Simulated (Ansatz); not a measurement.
Reactions of CH$_{7}$GeNSi, SMILES `[NH2][GeH]1[CH2][SiH2]1`.

Calculated with Ansatz (gas phase, PBE0-D4/def2-TZVP geometries, no zero-point term in ΔE). CCSD(T)/CBS adds triple-zeta CCSD(T) − MP2 to the extrapolated MP2 energy (def2 sets, frozen cores). This one scheme is used for every species, atoms too. For atomizations the MP2-based limit and the directly extrapolated one differ by several kJ/mol either way, and by 10 to 25 for some Ge, Se and Sn compounds, so smaller differences from it don't rank the levels. DFT in def2-TZVPP. B3LYP here is the variant with VWN-RPA as its local correlation; programs differ in this. No spin–orbit coupling; open shells (•) take unrestricted orbitals. Spin–orbit coupling would lower the free atoms: a little for C, Si; clearly for Ge. For Ge, Mg outer-core shells are correlated without core-valence functions, so the limit isn't a true one: a few kJ/mol of doubt a bond, and 10 to 20 or more in all where bonds break to atoms. Scalar relativity is left out up to krypton. One conformer a species, not always the lowest.

```csv
reaction,B3LYP-D4 (kJ/mol),HF/CBS(def2) (kJ/mol),r2SCAN-D4 (kJ/mol),CCSD(T)/CBS(def2) (kJ/mol)
`[NH2][GeH]1[CH2][SiH2]1` → `N=[C]([SiH3])[GeH3]`,46,27,69,64
`[NH2][GeH]1[CH2][SiH2]1` + `[OH][MgH]` → `[OH][GeH]1[CH2][SiH2]1` + `[NH2][MgH]`,45,46,44,50
`[NH2][GeH]1[CH2][SiH2]1` → `[SiH3][GeH]1[CH2][NH]1`,61,73,64,64
`[NH2][GeH]1[CH2][SiH2]1` → C• + Ge• + 7 H• + N• + Si•,3504,2470,3514,3524
```

Largest T1 diagnostic: 0.013, for `N=[C]([SiH3])[GeH3]`.
